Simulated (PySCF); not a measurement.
`C=C/N=C1\CC[C@H]1C`. The geometry is computed with GFN2-xTB (gas phase).

```
atom  x, y, z in Å
C1     3.3278    0.8479   -1.0613
C2     2.3291    0.1666   -0.5132
N3     1.0242    0.5993   -0.6588
C4     0.0511   -0.1222   -0.3157
C5    -0.1503   -1.5051    0.2674
C6    -1.6648   -1.2277    0.2830
C7    -1.4256    0.1619   -0.3498
C8    -1.8729    1.3686    0.4614
H9     3.1339    1.7356   -1.6371
H10    4.3506    0.5313   -0.9613
H11    2.5164   -0.7376    0.0679
H12    0.1638   -2.3156   -0.3899
H13    0.3081   -1.6548    1.2452
H14   -2.2552   -1.9083   -0.3265
H15   -2.0956   -1.1825    1.2810
H16   -1.8097    0.2490   -1.3692
H17   -2.9592    1.4263    0.4882
H18   -1.5016    1.2986    1.4815
H19   -1.4798    2.2780    0.0148
```

How far are the heavy atoms from their best plane (unweighted least squares)?

0.248 Å rms; C1 0.04, C2 0.20, N3 0.17, C4 0.13, C5 0.24, C6 0.04, C7 0.45, C8 0.38 Å (magnitudes).

What is the longest distance between nuclei?

H10···H17, 7.51 Å; the next longest distance is 7.07 Å.

What are the angles C4–C5–C6, C7–C6–H15, C5–C6–H14, H14–C6–H15, C4–C7–C8, C7–C8–H17?

From the scalar product of the two bond vectors; for C4–C5–C6 it is 0.0695 Å² over 1.5143 × 1.5398 Å², cos θ = 0.0298. C4–C5–C6 88.3°; C7–C6–H15 113.5°; C5–C6–H14 114.5°; H14–C6–H15 109.0°; C4–C7–C8 115.2°; C7–C8–H17 110.4°.

Give the dihedral angles H15–C6–C7–C4, C1–C2–N3–C4, H13–C5–C6–C7, C4–C5–C6–H14, H9–C1–C2–H11, H10–C1–C2–H11.

H15–C6–C7–C4 115° (anticlinal); C1–C2–N3–C4 170° (antiperiplanar); H13–C5–C6–C7 118° (anticlinal); C4–C5–C6–H14 119° (anticlinal); H9–C1–C2–H11 180° (antiperiplanar); H10–C1–C2–H11 1° (synperiplanar). Dihedral signs follow IUPAC: positive where, seen along the central bond, the front bond turns clockwise onto the rear one.

Write the matrix of distances between heavy atoms (Å, lower triangle).

```
C1    0.000
C2    1.327  0.000
N3    2.352  1.382  0.000
C4    3.498  2.305  1.259  0.000
C5    4.404  3.091  2.582  1.514  0.000
C6    5.571  4.305  3.385  2.127  1.540  0.000
C7    4.855  3.758  2.508  1.504  2.188  1.546  0.000
C8    5.444  4.478  3.200  2.555  3.356  2.611  1.521  0.000
```

Stationary, but not proved a minimum. One conformer, not necessarily the lowest.
